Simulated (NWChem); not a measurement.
Species: WSOF$_{2}$; SMILES [O]=[W]([F])([F])=[S]

```xyz
5

W     -0.0473     0.2129     0.0000
O      1.5978     0.5915     0.0000
S     -0.1778    -1.9066     0.0000
F     -0.8011     0.8457     1.5717
F     -0.8011     0.8457    -1.5717
```
Atoms are numbered in this order, from 1.

Level: PBE0/def2-SVP with def2 effective core potentials on W (NWChem), optimised geometry, unscaled harmonic frequencies. def2 effective core potentials on W; no spin-orbit coupling.

```json
[
 {"frequency (cm⁻¹)": "176", "IR intensity (km/mol)": "7.0"},
 {"frequency (cm⁻¹)": "190", "IR intensity (km/mol)": "2.6"},
 {"frequency (cm⁻¹)": "203", "IR intensity (km/mol)": "3.0"},
 {"frequency (cm⁻¹)": "255", "IR intensity (km/mol)": "7.5"},
 {"frequency (cm⁻¹)": "291", "IR intensity (km/mol)": "2.4"},
 {"frequency (cm⁻¹)": "573", "IR intensity (km/mol)": "46.8"},
 {"frequency (cm⁻¹)": "713", "IR intensity (km/mol)": "97.3"},
 {"frequency (cm⁻¹)": "724", "IR intensity (km/mol)": "114.5"},
 {"frequency (cm⁻¹)": "1057", "IR intensity (km/mol)": "147.4"}
]
```

```yaml
zero_point_energy: 6.0 kcal/mol
thermal correction to the enthalpy at 298.15 K (with zero-point energy): 10.3 kcal/mol
heat capacity Cv: 18.0 cal/(mol K)
entropy at 298.15 K and 1 atm (symmetry number 1): 81.1 cal/(mol K)
```

Rigid rotor and harmonic oscillator.
